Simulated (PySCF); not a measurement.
Circular dichroism and optical rotation of `C[C@@H]1C[C@H]([SiH3])[C@@H]1C=O`, C$_{6}$H$_{12}$OSi

Method: TDDFT BHandHLYP/def2-SVPD circular dichroism and optical rotation, one conformer, gas phase in PySCF. Geometry: GFN2-xTB.

Input:
```
{"job": {"kind": "ecd", "xc": "BHandHLYP", "basis": "def2-SVPD", "nstates": 8}, "charge": 0, "multiplicity": 1}
C     -1.946506     0.010724     0.608110
C     -1.108811    -0.709772    -0.433965
C      0.057961    -1.525859     0.143760
C      1.064700    -0.531792    -0.463575
Si     2.047600     0.498662     0.808241
C     -0.080744     0.171789    -1.201700
C     -0.194304     1.632948    -0.980865
O      0.546124     2.272143    -0.281834
H     -1.315229     0.608689     1.260851
H     -2.681599     0.663101     0.140407
H     -2.476899    -0.719121     1.217381
H     -1.764400    -1.275766    -1.099933
H      0.128787    -2.532407    -0.266176
H      0.065127    -1.592066     1.229951
H      1.766623    -1.007471    -1.149598
H      2.970241     1.419735     0.158967
H      1.204300     1.057023     1.861578
H      2.864871    -0.538852     1.472043
H     -0.118799    -0.015836    -2.278689
H     -1.034192     2.124806    -1.507382
```
Coordinates are in Å.

Command: `OMP_NUM_THREADS=1 python excited_run.py task.json out`

(1) Show the output.

Results:

(1) H and L stand for HOMO and LUMO.
```
coarse grid: 16672 points
cycle   1  E = -599.8513133493  dE =  1.222e+00  |g| = 7.192e-01  |ddm| = 6.873e+00
cycle   2  E = -599.7379883411  dE =  1.133e-01  |g| = 1.099e+00  |ddm| = 2.473e+00
cycle   3  E = -599.9685506158  dE = -2.306e-01  |g| = 7.395e-02  |ddm| = 1.479e+00
cycle   4  E = -599.9695343909  dE = -9.838e-04  |g| = 4.827e-02  |ddm| = 2.306e-01
cycle   5  E = -599.9701211169  dE = -5.867e-04  |g| = 7.086e-03  |ddm| = 1.283e-01
cycle   6  E = -599.9701351363  dE = -1.402e-05  |g| = 2.871e-03  |ddm| = 2.751e-02
cycle   7  E = -599.9701375604  dE = -2.424e-06  |g| = 8.862e-04  |ddm| = 9.512e-03
final grid: 154848 points
cycle   8  E = -600.0388075831  dE = -2.836e-05  |g| = 3.376e-03  |ddm| = 1.432e-01
cycle   9  E = -600.0388071395  dE =  4.436e-07  |g| = 3.934e-03  |ddm| = 1.859e-02
cycle  10  E = -600.0388105201  dE = -3.381e-06  |g| = 5.704e-04  |ddm| = 8.215e-03
cycle  11  E = -600.0388105831  dE = -6.299e-08  |g| = 2.363e-04  |ddm| = 1.098e-03
cycle  12  E = -600.0388105952  dE = -1.212e-08  |g| = 5.133e-05  |ddm| = 6.094e-04
cycle  13  E = -600.0388105961  dE = -8.799e-10  |g| = 1.906e-05  |ddm| = 1.874e-04
converged SCF energy = -600.0388105961

Singlet excitations and rotatory strengths (1e-40 esu^2 cm^2)
state   eV       nm     f(len)   f(vel)    R(len)    R(vel)   main configurations
  1   4.5802   270.7  0.00014  0.00022     4.973     5.360   H->L 0.75, H-4->L 0.10
  2   6.7028   185.0  0.00221  0.00226    -0.143     0.717   H-1->L 0.93
  3   7.5124   165.0  0.03587  0.03438    27.423    27.808   H-2->L 0.91
  4   7.6769   161.5  0.00077  0.00076    -0.620    -0.341   H-4->L 0.53, H->L+1 0.21
  5   7.7479   160.0  0.01689  0.01628   -19.110   -18.934   H->L+1 0.64, H-4->L 0.19
  6   7.7945   159.1  0.00837  0.00860    -2.002    -2.177   H-1->L+1 0.84, H-1->L+2 0.08
  7   8.0180   154.6  0.00457  0.00419    22.974    21.995   H-3->L 0.82
  8   8.2582   150.1  0.03598  0.03665   -62.947   -62.585   H->L+2 0.52, H->L+5 0.17

Specific rotation (deg / (dm g/mL))
    nm     length   length(OI)   velocity    alpha(len)  alpha(vel)
  633.0      77.95      77.82      88.53       95.004     94.987
  589.3      93.24      93.09     105.85       95.315     95.301
  546.0     113.78     113.60     129.07       95.705     95.692
  436.0     220.17     219.91     248.84       97.314     97.313
  405.0     284.11     283.82     320.39       98.046     98.050
  365.0     431.76     431.45     484.62       99.317     99.331
  355.0     491.24     490.94     550.46       99.714     99.731
```

The molecule is flexible and this is one conformer; a measurement averages over conformers.

It took 110 s wall time on 1 thread of an Arm Neoverse V1, shared host, peak memory 1.1 GiB.
